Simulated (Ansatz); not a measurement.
Isolated molecules relaxed with PBE0-D4/def2-TZVP in Ansatz; ΔE leaves out vibrations. CCSD(T)/CBS adds triple-zeta CCSD(T) − MP2 to the extrapolated MP2 energy (def2 sets, frozen cores). Functionals use def2-TZVPP. For Br outer-core shells are correlated without core-valence functions, which leaves a few kJ/mol of doubt a bond. Scalar relativity is left out up to krypton. Each species was taken in one conformer, which may not be the lowest.

Reaction (ligand exchange at a B–C bond): `CB/C=C/Br` + CH₃NH₂ → `CBNC` + `C=CBr`

(1) Is it downhill or uphill in electronic energy at CCSD(T)/CBS, and by how much? (Best estimate.)

(2) What do these levels give: PBE-D4, ωB97X-V, ωB97M-V, B2PLYP, PBE, r2SCAN, PBE0, HF/def2-TZVPP, SCS-MP2/def2-TZVPP, HF/def2-QZVPP, SCS-MP2/def2-QZVPP, CCSD/CBS(def2)? (Estimate.)

Largest T1 diagnostic among the species: 0.011.

Answers

(1) The calculation gave: Downhill: ΔE = -1.24 eV.

(2) Computed: PBE-D4 -1.21, ωB97X-V -1.25, ωB97M-V -1.27, B2PLYP -1.26, PBE -1.22, r2SCAN -1.22, PBE0 -1.23, HF/def2-TZVPP -1.24, SCS-MP2/def2-TZVPP -1.24, HF/def2-QZVPP -1.24, SCS-MP2/def2-QZVPP -1.23, CCSD/CBS(def2) -1.25 eV.
